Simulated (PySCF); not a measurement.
Point-charge models of `CB(C)BF` against its computed dipole.

Coordinates (PBE0-D3(BJ)/def2-SVP, Å) and charges (e) from the PBE0/pcSseg-1 density (PySCF):

```csv
atom,x,y,z,Mulliken,IAO,Hirshfeld,ESP-fitted
C1,-1.458,-0.412,0.232,-0.5215,-0.5520,-0.1891,-0.6051
B2,0.047,-0.006,0.021,+0.1429,+0.1884,+0.1439,+0.4512
C3,0.446,1.516,0.036,-0.5167,-0.5509,-0.1877,-0.7497
B4,1.220,-1.207,-0.254,+0.4513,+0.3022,+0.1721,+0.3781
F5,1.827,-1.824,0.759,-0.2964,-0.2980,-0.1387,-0.2653
H6,-2.175,0.422,0.184,+0.1220,+0.1393,+0.0375,+0.1471
H7,-1.508,-0.832,1.258,+0.1442,+0.1701,+0.0539,+0.1468
H8,-1.797,-1.228,-0.426,+0.1359,+0.1521,+0.0433,+0.1212
H9,-0.123,2.087,0.789,+0.1323,+0.1532,+0.0452,+0.1917
H10,0.107,1.908,-0.945,+0.1403,+0.1705,+0.0542,+0.1783
H11,1.516,1.750,0.128,+0.1288,+0.1414,+0.0378,+0.1641
H12,1.580,-1.570,-1.363,-0.0632,-0.0164,-0.0724,-0.1583
```

Task: What dipole does each set of charges give (1 e·Å = 4.803 D), and what does the density give?

Result: The full density gives (-1.01, 0.94, -0.35) D, 1.43 D in size; dipole vectors point from the negative to the positive end.

| scheme | μx | μy | μz | size (D) | share of the full size (%) | angle to the full dipole (°) |
| --- | --- | --- | --- | --- | --- | --- |
| Mulliken | -0.42 | 0.29 | -1.23 | 1.33 | 93 | 54 |
| IAO | -1.21 | 1.05 | -1.30 | 2.07 | 145 | 25 |
| Hirshfeld | -0.68 | 0.64 | -0.25 | 0.97 | 68 | 1 |
| ESP-fitted | -1.05 | 0.98 | -0.36 | 1.49 | 104 | 0 |

Task: Which set comes closest?

Result: Length of the difference vector: ESP-fitted 0.06 D, Hirshfeld 0.46 D, IAO 0.98 D, Mulliken 1.24 D. Closest: ESP-fitted. ESP charges are fitted to the potential around the molecule, whose slowest-falling term is the dipole's. 

Task: What is left for the Hirshfeld atoms' own dipoles?

Result: The Hirshfeld atoms' densities add up to the full density, so μ = Σ q r + Σ (atomic dipoles). The atomic dipoles sum to (-1.01, 0.94, -0.35) − (-0.68, 0.64, -0.25) = (-0.33, 0.30, -0.10) D, 0.46 D in size.

Task: With the origin at the mean of the coordinates, (-0.027, 0.050, 0.035) Å, which are the largest single terms, by size, of the Hirshfeld dipole along the direction of the full one?

Result: F5 +1.82, B4 -1.36, H12 +0.65, C1 -0.60, C3 -0.57 D; all 12 atoms together +0.97 D. The single terms depend on the origin, their sum doesn't.

Task: Give the size of the full dipole in other units.

Result: 1.43 D = 0.561 au = 0.297 e·Å = 4.76 × 10⁻³⁰ C·m.

Isolated species at its PBE0-D3(BJ)/def2-SVP geometry, gas phase.

These values come from a run that also computed NMR shieldings. On an x86-64 server with one thread, on a shared host, this took 11 s of wall time.

The values belong to the conformer `[CH3:1][B:2]([CH3:3])[BH:4][F:5]`: C1–B2–B4–F5 -87°.
